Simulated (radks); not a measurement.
Values are calculated unless marked as measured or tabulated.
Question: The europium ion Eu2+ is in [Xe] 4f7. Code: a radial shooting solver on a logarithmic mesh with Libxc functionals. Model: scalar-relativistic Kohn-Sham, PBEsol, spin-polarised, spherical densities, finite nucleus; Fermi nuclear charge, rms radius of each element as measured or else 0.836 A^(1/3) + 0.57 fm. Open shells are filled with parallel spins first. One electron is removed from 4d, 5s, 5p, 4f in turn, with full relaxation. Which removal costs least, and what does each cost?

Answer: 4f 26.031 eV; 5p 41.675 eV; 5s 62.732 eV; 4d 153.29 eV. The 4f electron leaves first.
